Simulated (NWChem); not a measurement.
System: GeSiH3Br, singlet; SMILES [Br][Ge][SiH3]

All runs: NWChem. Pople sets run with spherical d functions. Low-valent species are run as closed-shell singlets; no triplet was tried in these runs. STO-3G and 3-21G are far too small for this property and stand as cheap habits. Geometry: optimised at B3LYP/6-31G* (spherical d). Vertical excitations in the gas phase; the lowest state need not have the same character in each row.

```csv
level,basis functions,"lowest excitation, singlet (eV)",oscillator strength of that lowest state,orbital gap (eV),relative time
"PBE0/3-21G, TDA",63,1.95,0.005,3.17,1
"PBE0/6-31G*, TDA",88,1.92,0.003,3.20,6
"PBE0/def2-SVP, TDA",97,1.92,0.002,3.19,3
"PBE0/def2-SVPD, TDA",127,1.93,0.002,3.20,9
"PBE0/aug-cc-pVDZ, TDA",126,1.92,0.002,3.19,100
```

Relative times are rough (shared machine, one core).
